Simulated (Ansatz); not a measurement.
Basis sets compared for Ge23H32, a nanocrystal cut from cubic germanium. Charge 0, multiplicity 1. Geometry PBE-D4/def2-SVP. Ansatz on 11 threads of AMD EPYC 7R13 on a shared host and a whole NVIDIA H100 80GB HBM3; times are rough, and most runs start from earlier orbitals.

```xyz
55

Ge    0.5624   -4.7685   -0.9052
Ge   -3.9188   -1.1424    2.5759
Ge   -0.6527    1.7140    3.7296
Ge    3.6502   -2.2409   -0.0883
Ge    2.9464    0.9241    2.2308
Ge   -0.0439   -1.5548    1.3832
Ge   -1.6365   -1.6287   -2.2746
Ge   -2.1702    1.5533    0.0053
Ge    1.4718    0.8445   -1.4875
Ge    0.8606    4.0485    0.9681
Ge   -0.8306    3.7553   -3.1817
Ge   -2.1085   -2.6981    2.0492
Ge    1.5902   -3.2731    0.7424
Ge   -0.2710   -3.5691   -2.8687
Ge    0.8898   -0.0879    3.1115
Ge   -4.2441    0.5020    0.7925
Ge   -1.2231    3.0109    1.7305
Ge    4.5790   -0.8130    1.6699
Ge    3.1851   -0.8260   -2.0299
Ge    2.4094    2.2879    0.2599
Ge   -0.5600   -0.2021   -0.5979
Ge   -2.7628    2.8125   -2.0159
Ge    0.8982    2.0628   -3.5354
H     1.5971   -5.8417   -1.3597
H    -0.6245   -5.5162   -0.2290
H    -5.2426   -1.9376    2.7873
H    -3.5905   -0.4133    3.9082
H     0.0602    2.6513    4.7523
H    -1.9313    1.1480    4.4120
H     4.6762   -3.3555   -0.4706
H     3.5354    1.8690    3.3284
H    -2.9929   -2.1182   -1.6855
H    -1.9566   -0.7891   -3.5472
H     1.5005    4.8238    2.1615
H     0.6000    5.0681   -0.1791
H    -0.2405    4.9287   -2.3540
H    -1.2824    4.3285   -4.5578
H    -1.8311   -3.6468    3.2534
H    -2.5449   -3.5881    0.8467
H     1.9460   -4.1100    2.0139
H    -1.1148   -4.5479   -3.7403
H     0.9309   -3.0904   -3.7312
H     1.2395   -0.9433    4.3714
H    -5.2271    1.6117    1.2740
H    -4.9058   -0.2096   -0.4254
H    -2.2655    4.1159    2.0943
H     4.9071   -1.6602    2.9345
H     5.9000   -0.1483    1.1795
H     4.4872   -0.0729   -2.4425
H     2.7299   -1.6833   -3.2471
H     3.7297    2.9268   -0.2794
H    -3.4897    1.8282   -2.9801
H    -3.7730    3.9409   -1.6508
H     0.3718    1.0133   -4.5599
H     2.1807    2.7072   -4.1413
```

Single mean-field runs in def2-SVP, def2-TZVP are fitted with def2-universal-jkfit.

Binding counts from free atoms (Ge triplet, H doublet) in the same basis, without a counterpoise term.

```json
{"level": "PBE-D4/def2-SVP", "functions": "896", "energy (Eh)": "-47777.6934", "HOMO (eV)": "-5.90", "LUMO (eV)": "-1.92", "binding per atom (eV)": "2.92", "wall time": "4.9 s"}
{"level": "PBE0-D4/def2-SVP (with forces)", "functions": "896", "energy (Eh)": "-47778.9927", "HOMO (eV)": "-6.81", "LUMO (eV)": "-1.26", "binding per atom (eV)": "2.92", "wall time": "16 s"}
```

Q: Estimate the rows for PBE-D4/def2-TZVP, PBE0-D4/def2-TZVP.

A: 
```json
{"level": "PBE-D4/def2-TZVP", "functions": "1296", "energy (Eh)": "-47783.7198", "HOMO (eV)": "-5.94", "LUMO (eV)": "-2.02", "binding per atom (eV)": "2.91", "wall time": "7.5 s"}
{"level": "PBE0-D4/def2-TZVP", "functions": "1296", "energy (Eh)": "-47784.9964", "HOMO (eV)": "-6.81", "LUMO (eV)": "-1.32", "binding per atom (eV)": "2.92", "wall time": "17 s"}
```
